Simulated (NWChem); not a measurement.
CH7NOSi; SMILES C[SiH](N)O

```xyz
11

Si     0.0936     0.0850    -0.3473
C      0.3399    -1.7021     0.1848
N     -1.4912     0.5457     0.1841
O      1.2268     1.1357     0.2876
H      0.3320     0.2205    -1.8088
H     -0.3549    -2.3722    -0.3373
H      0.1865    -1.8342     1.2627
H      1.3572    -2.0347    -0.0503
H     -1.9229     1.4015    -0.1435
H     -2.1881    -0.1657     0.3665
H      1.1013     1.3275     1.2286
```
Atoms are numbered in this order, from 1.

Program: NWChem. The geometry was optimised at B3LYP/6-31G* (spherical d). Vzz is the largest principal value of the second derivative of the potential at the nucleus (NWChem prints the opposite sign); η is the asymmetry. Non-relativistic.

```
level                  Vzz N3 (a.u.)  η N3  Vzz O4 (a.u.)  η O4
---------------------  -------------  ----  -------------  ----
PBE0/def2-SVP                 -0.916  0.34          1.429  0.56
PBE0/cc-pVTZ                  -0.867  0.35          1.384  0.55
Hartree-Fock/def2-SVP     (withheld)  0.39     (withheld)  0.55
Hartree-Fock/cc-pVTZ          -0.910  0.40          1.466  0.53
```

**Question.** What belongs in the gaps?

**Answer.** 
- Hartree-Fock/def2-SVP, Vzz N3 (a.u.): -0.972
- Hartree-Fock/def2-SVP, Vzz O4 (a.u.): 1.524
